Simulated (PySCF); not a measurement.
Ionisation energy of Pt by level of theory

Pt [Xe] 4f14 5d9 6s1 (3D) → Pt⁺ [Xe] 4f14 5d9 (2D), as a difference of total energies. Computed with PySCF 2.14 in aug-cc-pV5Z-PP with ECP60MDF, with a scalar-relativistic core potential. Correlated levels: valence: 5s2 5p6 frozen. The calculations carry no spin-orbit coupling.

```csv
method,ionisation energy (eV),difference from reference (eV)
UHF,7.565,-1.394
LDA,9.734,+0.775
PBE,9.340,+0.381
PBE0,9.047,+0.088
MP2 (valence),9.074,+0.115
SCS-MP2 (valence),8.852,-0.107
```

Reference: 8.959 eV (measured; NIST Atomic Spectra Database, ionization energies).

The reference lies between the lowest fine-structure levels, while these numbers refer to the centres of the terms.
